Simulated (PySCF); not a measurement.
A run for PySCF: D3(BJ) and D4 dispersion corrections on AlF2H4N (a complex), monomers drawn apart or pushed together.

```python
from pyscf import gto
from pyscf.dispersion import dftd3, dftd4

mol = gto.M(
    atom='''
    F     1.22790596    0.74733588    0.62885291
    Al   -0.27664925    0.27816578    1.18905317
    F    -0.70809469   -1.29944758    0.83887727
    H    -1.41821794    1.36067674    1.21564083
    N     0.43904594   -0.03408788    4.74293804
    H     0.79666343    0.80942104    5.18295454
    H    -0.33181513   -0.38420425    5.30525852
    H     1.17937499   -0.73192214    4.76328699
    ''',
    basis='def2-svp',
    charge=0, spin=0, verbose=0, max_memory=1800)
d3, d4 = {}, {}
for xc in ['hf', 'pbe', 'blyp', 'revpbe', 'tpss', 'r2scan', 'b3lyp', 'pbe0', 'bhlyp', 'camb3lyp', 'b2plyp']:
    d3[xc] = float(dftd3.DFTD3Dispersion(mol, xc=xc, version='d3bj', atm=False).get_dispersion()['energy'])
    print(f'D3(BJ) {xc:10s} {d3[xc]:14.8f} Eh')
for xc in ['hf', 'pbe', 'blyp', 'revpbe', 'tpss', 'r2scan', 'b3lyp', 'pbe0', 'bhlyp', 'camb3lyp', 'b2plyp']:
    d4[xc] = float(dftd4.DFTD4Dispersion(mol, xc={'camb3lyp': 'cam-b3lyp'}.get(xc, xc), atm=True).get_dispersion()['energy'])
    print(f'D4     {xc:10s} {d4[xc]:14.8f} Eh')
```

Output:

```
D3(BJ) hf            -0.02326251 Eh
D3(BJ) pbe           -0.00276987 Eh
D3(BJ) blyp          -0.00581130 Eh
D3(BJ) revpbe        -0.00677955 Eh
D3(BJ) tpss          -0.00352000 Eh
D3(BJ) r2scan        -0.00086721 Eh
D3(BJ) b3lyp         -0.00477768 Eh
D3(BJ) pbe0          -0.00246230 Eh
D3(BJ) bhlyp         -0.00378320 Eh
D3(BJ) camb3lyp      -0.00232600 Eh
D3(BJ) b2plyp        -0.00227607 Eh
D4     hf            -0.00942777 Eh
D4     pbe           -0.00286151 Eh
D4     blyp          -0.00607886 Eh
D4     revpbe        -0.00825886 Eh
D4     tpss          -0.00383494 Eh
D4     r2scan        -0.00079293 Eh
D4     b3lyp         -0.00453789 Eh
D4     pbe0          -0.00247115 Eh
D4     bhlyp         -0.00351401 Eh
D4     camb3lyp      -0.00253293 Eh
D4     b2plyp        -0.00202251 Eh
```

The run finished.

Cost: roughly 0.020 core-seconds.
